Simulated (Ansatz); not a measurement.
Isomers of C$_{2}$H$_{5}$ClF$_{2}$Si, relaxed with PBE0-D4/def2-TZVP in Ansatz; electronic energies, one conformer each and not always the lowest. Functionals use def2-TZVPP; CBS adds triple-zeta CCSD(T) − MP2 to the MP2 limit of def2-TZVPP and def2-QZVPP.

Task: Order them by energy at frozen-core CCSD(T)/CBS, lowest first. (An estimate is asked.)
A. `C[Si@H](F)[C@@H](F)Cl`
B. `C[C@H](F)[Si@H](F)Cl`
C. `F[C@@H]([SiH3])[C@@H](F)Cl`
D. `CC[Si](F)(F)Cl`
E. `FC(F)(Cl)C[SiH3]`

Result: D (0.0 kJ/mol), B (258.5 kJ/mol), A (380.4 kJ/mol), E (580.0 kJ/mol), C (647.9 kJ/mol).

Task: How do PBE0-D4, MP2/CBS(def2), B3LYP-D4, r2SCAN-D4 place them (kJ/mol, against `CC[Si](F)(F)Cl`)? (An estimate is asked.)

Result: Computed: 
| isomer | PBE0-D4 | MP2/CBS(def2) | B3LYP-D4 | r2SCAN-D4 |
| --- | --- | --- | --- | --- |
| `C[Si@H](F)[C@@H](F)Cl` | 366.7 | 394.0 | 365.8 | 372.4 |
| `F[C@@H]([SiH3])[C@@H](F)Cl` | 623.1 | 673.9 | 626.5 | 635.5 |
| `C[C@H](F)[Si@H](F)Cl` | 248.1 | 269.0 | 247.6 | 253.7 |
| `FC(F)(Cl)C[SiH3]` | 552.6 | 602.1 | 562.5 | 561.0 |

B3LYP here is the variant with VWN-RPA as its local correlation; programs differ in this.
